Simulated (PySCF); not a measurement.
C10H8OSe, SMILES c1ccc(Oc2ccc[se]2)cc1, GFN2-xTB optimised geometry.

```
20

C      2.26     2.11     0.03
C      2.95     0.91     0.02
C      2.26    -0.29     0.00
C      0.87    -0.29     0.00
O      0.26    -1.51    -0.04
C     -1.01    -1.65     0.41
C     -1.97    -2.39    -0.19
C     -3.18    -2.50     0.55
C     -3.19    -1.85     1.74
Se    -1.57    -1.00     2.10
C      0.17     0.92     0.00
C      0.87     2.11     0.02
H      2.80     3.05     0.05
H      4.03     0.91     0.02
H      2.78    -1.23    -0.01
H     -1.83    -2.85    -1.15
H     -4.03    -3.05     0.18
H     -4.00    -1.80     2.44
H     -0.91     0.92    -0.04
H      0.33     3.04     0.02
```

Density from PySCF 2.14.0 with PBE0/def2-SVP at that geometry.

Minimum of the electron density along straight lines between bonded atoms, close to the bond critical point (lines longer than 1.1 times the sum of covalent radii, or with two minima, are not listed):

| bond | length / Å | ρ at the minimum / e bohr⁻³ | ∇²ρ there / e bohr⁻⁵ | position (fraction from the first atom) |
|---|---|---|---|---|
| C1–C2 | 1.386 | 0.311 | -0.80 | 0.50 |
| C2–C3 | 1.381 | 0.313 | -0.80 | 0.50 |
| C3–C4 | 1.392 | 0.312 | -0.81 | 0.48 |
| C4–O5 | 1.375 | 0.271 | -0.25 | 0.33 |
| O5–C6 | 1.349 | 0.288 | -0.18 | 0.67 |
| C6–C7 | 1.359 | 0.324 | -0.83 | 0.53 |
| C7–C8 | 1.418 | 0.293 | -0.72 | 0.50 |
| C8–C9 | 1.353 | 0.325 | -0.82 | 0.49 |
| C6–Se10 | 1.896 | 0.162 | -0.17 | 0.49 |
| C9–Se10 | 1.862 | 0.171 | -0.20 | 0.49 |
| C4–C11 | 1.389 | 0.311 | -0.80 | 0.52 |
| C1–C12 | 1.383 | 0.313 | -0.80 | 0.50 |
| C11–C12 | 1.384 | 0.311 | -0.79 | 0.50 |
| C1–H13 | 1.079 | 0.283 | -1.08 | 0.63 |
| C2–H14 | 1.080 | 0.284 | -1.09 | 0.63 |
| C3–H15 | 1.079 | 0.284 | -1.09 | 0.64 |
| C7–H16 | 1.076 | 0.283 | -1.08 | 0.64 |
| C8–H17 | 1.077 | 0.283 | -1.08 | 0.63 |
| C9–H18 | 1.075 | 0.283 | -1.10 | 0.64 |
| C11–H19 | 1.081 | 0.283 | -1.08 | 0.64 |
| C12–H20 | 1.080 | 0.284 | -1.09 | 0.63 |
